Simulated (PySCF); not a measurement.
A structure optimised at PBE0-D3(BJ)/def2-SVP, used in a PySCF frequency run:

```
Ge
H 1 1.5361
H 1 1.5389 2 109.93
H 1 1.5393 2 111.03 3 122.72
Se 1 2.3606 2 109.50 3 -119.90
O 5 1.8289 1 95.01 2 59.99
H 6 0.9663 5 105.49 1 92.58
```

**Question.** Write its SMILES and formula.

**Answer.** O[Se][GeH3], GeH₄OSe

**Question.** What are its rotational constants (standard atomic weights)?

**Answer.** 9.7102, 1.9618, 1.6753 GHz
